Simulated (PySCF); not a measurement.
**Working out the ionisation energy of V**

V [Ar] 3d3 4s2 (4F) → V⁺ [Ar] 3d4 (5D). Computed with PySCF 2.14 in def2-SVP, with no relativity, point nucleus. Frozen: [Ar]. Energies in hartree (1 hartree = 27.21139 eV):

| part | V (lower) | V⁺ (upper) |
| --- | --- | --- |
| UHF | -942.752233 | -942.530043 |
| MP2 opposite-spin | -0.022763 | 0.000000 |
| MP2 same-spin | -0.014821 | -0.030589 |

**Question.** What does Hartree-Fock give?

**Answer.** (-942.530043) − (-942.752233) = 0.222190 hartree = 6.046 eV.

**Question.** What do MP2 and SCS-MP2 (6/5 opposite-spin, 1/3 same-spin) give?

**Answer.** The opposite-spin parts differ by 0.619 eV and the same-spin parts by -0.429 eV. MP2: 6.046 + (0.619) + (-0.429) = 6.236 eV. SCS-MP2: 6.046 + 1.2 × (0.619) + (-0.429)/3 = 6.646 eV.

Measured between the centres of the two terms (NIST): 6.732 eV, so MP2 (valence) is off by -0.496 eV.

The calculation is non-relativistic.

A double-zeta basis recovers only part of the correlation energy.

What remains against the reference includes basis incompleteness, the frozen core and correlation beyond second order.
